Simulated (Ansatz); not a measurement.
Reactions of `O[SiH2][NH][AlH2]`.

Gas-phase electronic energies from Ansatz, PBE0-D4/def2-TZVP geometries. CCSD(T)/CBS adds triple-zeta CCSD(T) − MP2 to the extrapolated MP2 energy (def2 sets, frozen cores). This one scheme is used for every species. DFT in def2-TZVPP. Elements past krypton have def2 core potentials. For As, Sn outer-core shells are correlated without core-valence functions, which leaves a few kJ/mol of doubt a bond. Scalar relativity is left out up to krypton. One conformer a species, not always the lowest.

```csv
reaction,ωB97M-V (kJ/mol)
`O[SiH2][NH][AlH2]` + `[AsH3]` → `O[SiH2][AsH2]` + `[NH2][AlH2]`,48
`O[SiH2][NH][AlH2]` + `N[SiH2][AlH2]` → `O[SiH2]N[SiH2][AlH2]` + `[NH2][AlH2]`,-5
`O[SiH2][NH][AlH2]` + `[NH2][SnH3]` → `[NH2][SnH2][SiH2]O` + `[NH2][AlH2]`,45
`O[SiH2][NH][AlH2]` + `N[Si](O)(Cl)Cl` → `O[SiH2]N[Si](O)(Cl)Cl` + `[NH2][AlH2]`,-7
```

**Question.** Give the CCSD(T)/CBS values in the same order. (Best estimate.)

**Answer.** Ansatz gave: 46, -5, 41, -6 kJ/mol.

Largest T1 diagnostic: 0.013, for `[NH2][SnH2][SiH2]O`.
